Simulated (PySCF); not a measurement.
ClH7OSi3, SMILES [SiH2](O[SiH3])[SiH2]Cl.

Coordinates come from a B3LYP-D3(BJ)/def2-SVP optimisation. This is a generated structure with no PubChem entry under its InChIKey; it may be hypothetical. One conformer was computed; it need not be the lowest.

Two levels are set side by side: PBE/def2-TZVP (PySCF) and B3LYP/def2-TZVP (PySCF). Same geometry, gas phase. Differences are taken from unrounded values.

```
quantity                       PBE
---------------------------  -----
orbital gap (eV)              4.72
highest occupied level (eV)  -6.73
lowest empty level (eV)      -2.01
dipole moment (D)             1.48
mean polarisability (bohr³)   97.6
```

Question: These are the PBE values. What does B3LYP give? (Estimate from the structure and the level; the computed values follow.)

Answer: 
```
quantity                     B3LYP  PBE minus B3LYP
---------------------------  -----  ---------------
orbital gap (eV)              6.43            -1.72
highest occupied level (eV)  -7.74             1.01
lowest empty level (eV)      -1.31            -0.71
dipole moment (D)             1.57            -0.10
mean polarisability (bohr³)   93.8              3.8
```

Without exact exchange PBE keeps part of each electron's self-repulsion, which lifts occupied levels and narrows the gap. Loosely held outer electrons make PBE densities more polarisable. Differences between two approximate levels are no errors against the true value.

Rough cost on one machine, each run with all the roots and properties that it gave: B3LYP against PBE within a factor of 2.
